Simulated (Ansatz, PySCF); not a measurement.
Reaction (SMILES): N[Si](O)(O)O → [NH][Si](O)(O)O + H atom (the H-N bond at the site shown breaks; other sites are not compared here)
Each molecule is optimised on its own at B3LYP-D3(BJ)/def2-TZVP (Ansatz, an electronic-structure program), one conformer each, not searched for the lowest. Frequencies are from Ansatz or PySCF.

Wanted: bond dissociation energy (enthalpy at 298 K, with B3LYP-D3(BJ) rigid-rotor harmonic-oscillator terms), in kcal/mol. Valence correlation only, unless marked. UHF or UKS for open shells. Spin-orbit coupling is left out. Non-relativistic unless marked X2C. CBS(X,Y): correlation extrapolated as X^-3; Hartree-Fock from the larger set.

```csv
level,program,bond dissociation energy (kcal/mol)
PBE-D3(BJ)/def2-TZVPD,Ansatz + dftd3,108.3
revPBE/def2-TZVPD,Ansatz,104.7
B3LYP-D4/def2-TZVPD,Ansatz + dftd4,109.1
PBE0-D4/def2-TZVP,Ansatz + dftd4,107.9
```

Problem. Estimate the value at CCSD(T)/CBS(cc-pV(T+d)Z,cc-pV(Q+d)Z) as computed with Ansatz.

Solution. 112.9 kcal/mol, so PBE0-D4/def2-TZVP differs from it by -5.0 kcal/mol.
